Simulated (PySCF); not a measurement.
## Exercise with solution: entropy of an ideal gas

Ta(NH)(F)2(OH) (F2H2NOTa), SMILES [NH]=[Ta]([OH])([F])[F], multiplicity 1.

The structure is a stationary point at PBE-D3(BJ)/def2-SVP. The multiplicity is an assumed one; no other spin state was optimised. The structure was generated by enumeration; whether it is a known compound was not checked. The def2 effective core potentials stand for the cores of Ta; spin–orbit coupling is left out. Other conformers were not sampled.

PySCF with PBE-D3(BJ)/def2-SVP gives the harmonic wavenumbers 157, 167, 190, 231, 233, 413, 503, 511, 612, 663, 665, 714, 981, 3590, 3781 cm⁻¹ and the rotational temperatures 0.1519, 0.1465, 0.1313 K. The molar mass is 250.97 g/mol, the symmetry number 1, the spin multiplicity 1.

### Question
Work out the entropy at 298.15 K and 1 atm in the rigid-rotor, harmonic-oscillator model.

### Answer

Translation (Sackur–Tetrode at 1 atm): S = R[1.5 ln M + 2.5 ln T − 1.16487] = 177.7 J/(mol K).
Rotation: q = (√π/σ) T^1.5/√(θA θB θC) = 169000, S = R[ln q + 3/2] = 112.5 J/(mol K).
Vibration: with u = 1.4388 ν/T, each mode gives R[u/(e^u − 1) − ln(1 − e^−u)]:
| ν (cm⁻¹) | modes | u | S (J/(mol K)) |
|---|---|---|---|
| 157 | 1 | 0.76 | 10.82 |
| 167 | 1 | 0.81 | 10.33 |
| 190 | 1 | 0.92 | 9.32 |
| 231 | 1 | 1.11 | 7.83 |
| 233 | 1 | 1.12 | 7.76 |
| 413 | 1 | 1.99 | 3.83 |
| 503 | 1 | 2.43 | 2.72 |
| 511 | 1 | 2.47 | 2.64 |
| 612 | 1 | 2.95 | 1.80 |
| 663 | 1 | 3.20 | 1.48 |
| 665 | 1 | 3.21 | 1.47 |
| 714 | 1 | 3.45 | 1.21 |
| 981 | 1 | 4.73 | 0.42 |
The stiffer modes add less than 0.005 each. Sum 61.6 J/(mol K).
Spin: R ln 1 = 0.0 J/(mol K).
Total 351.8 J/(mol K); the program's own thermochemistry gives 351.9. Translation makes up 50 % and vibration 18 %. Anharmonicity, hindered rotation and orbital degeneracy are left out.
